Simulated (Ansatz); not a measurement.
A structure relaxed at PBE0-D4/def2-SVP in Ansatz, charge 1, doublet:

Cartesian coordinates in Å:
```
W 0.587 0.687 -1.196
W -0.927 -1.152 -0.247
W -0.621 1.263 0.575
W 0.960 -0.798 0.868
```

Task: Give its formula.

Result: the cluster W4⁺ (the lowest doublet isomer of a short search).

Task: Summarise the bond lengths by kind (pairs closer than 1.2 times the sum of covalent radii, bridged metal pairs left out).

Result: 6 × W–W 2.22 to 2.61 Å.

In the def2 sets W takes a core potential; there is no spin–orbit coupling. The charge 1 doublet is spin-contaminated (final ⟨S²⟩ up to 1.26, 0.75 for a pure state). The structure comes from a short search, and lower isomers may exist.
